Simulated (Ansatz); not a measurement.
Abridged output of a molecular run in Ansatz:

```
Functional definition: HF
1042 factors; integrals over basis functions are off by at most 6.3e-4 eV
mean field evaluation 1: about -29144.2174 eV, gradient 1.9e1 eV
mean field evaluation 2: about -29144.3489 eV, gradient 1.9e1 eV
mean field evaluation 4: about -29145.7541 eV, gradient 2.1e0 eV
mean field evaluation 8: about -29145.7926 eV, gradient 2.4e-1 eV
mean field -29145.79306068 eV, -1071.0881392518 hartree, gradient 1.5e-6 eV, S^2 0.000000; 0 other end points of the search recorded, 0 dependent functions left out
14 core orbitals not correlated: weight in the atoms' cores, before any rotation towards them, 1.000 or more for the frozen orbitals, at most 0.000 for the correlated occupied ones
reference -29145.79306068 eV, -1071.0881392518 hartree; 14, 14 occupied and 120, 120 virtual orbitals, 1042 factors
second order -18.21790185 eV of doubles, -0.00000000 eV of singles
cycle   1  -18.34019192 eV  change   -1.2e-1 eV  update   1.0e-1
cycle   2  -18.77916857 eV  change   -4.4e-1 eV  update   3.0e-2
cycle   3  -18.86282671 eV  change   -8.4e-2 eV  update   1.8e-2
cycle   4  -18.85059143 eV  change    1.2e-2 eV  update   5.8e-3
cycle   5  -18.84680339 eV  change    3.8e-3 eV  update   3.0e-3
cycle   6  -18.84768234 eV  change   -8.8e-4 eV  update   1.1e-3
cycle   7  -18.84742789 eV  change    2.5e-4 eV  update   3.9e-4
cycle   8  -18.84748179 eV  change   -5.4e-5 eV  update   1.3e-4
cycle   9  -18.84752293 eV  change   -4.1e-5 eV  update   5.6e-5
cycle  10  -18.84748486 eV  change    3.8e-5 eV  update   2.0e-5
cycle  11  -18.84749893 eV  change   -1.4e-5 eV  update   9.6e-6
perturbative correction -0.77147906 eV, -0.0283513324 hartree
Total energy: -29165.41203867 eV, -1071.8091233946 hartree
```

Its atoms:

```xyz
4

S    -0.3704    1.0508    1.1012
Sn   -0.5737    0.5385   -1.2627
Cl    0.6186   -1.5195   -1.1980
H     0.3256   -0.0699    1.3595
```

**Question.** Which basis set was used?
A. def2-QZVPP
B. cc-pV(Q+d)Z
C. def2-TZVPP
D. def2-SVP

**Answer.** C. It gives 148 functions.

**Question.** Write the keys of the input that set method, charge and spin (a neutral closed shell needs none for the last two).

**Answer.** 
```yaml
correlation: {method: ccsd_t}
```
